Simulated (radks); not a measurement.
C3+, 3 electrons, occupied as [He] 2s1 (the NIST ground configuration). All-electron calculation, non-relativistic Kohn-Sham, r2SCAN, spin-polarised, spherical densities, point nucleus; open shells are filled with parallel spins first; meta-GGA in the generalised Kohn-Sham scheme. Program: a radial shooting solver on a logarithmic mesh with Libxc functionals.

Normalised radial functions P(r) = r R(r), r in bohr:

r         1s up    2s up
0.0205   0.5042   0.1393
0.02484  0.5953   0.1643
0.03035  0.7036   0.1940
0.03706  0.8256   0.2273
0.04527  0.9603   0.2636
0.05529  1.1051   0.3022
0.067    1.2493   0.3396
0.08183  1.3979   0.3764
0.09995  1.5348   0.4070
0.1221   1.6469   0.4262
0.1491   1.7191   0.4271
0.1807   1.7362   0.4036
0.2207   1.6868   0.3458
0.2695   1.5617   0.2473
0.3292   1.3641   0.1046
0.3989   1.1214  -0.0708
0.4872   0.8414  -0.2875
0.595    0.5700  -0.5192
0.7268   0.3407  -0.7307
0.8877   0.1813  -0.8827
1.076    0.0841  -0.9390
1.314    0.0305  -0.8831
1.605    0.0085  -0.7226
1.96     0.0017  -0.5045
2.394    0.0002  -0.2926
2.9      0.0000  -0.1413
3.543    0.0000  -0.0514
4.327    0.0000  -0.0138

1s up: eigenvalue -335.79 eV, 0 radial nodes, <r> = 0.268 bohr, 90 % of the charge inside 0.480 bohr. 2s up: eigenvalue -58.045 eV, 1 radial node at r = 0.371 bohr, <r> = 1.28 bohr, 90 % of the charge inside 1.95 bohr.
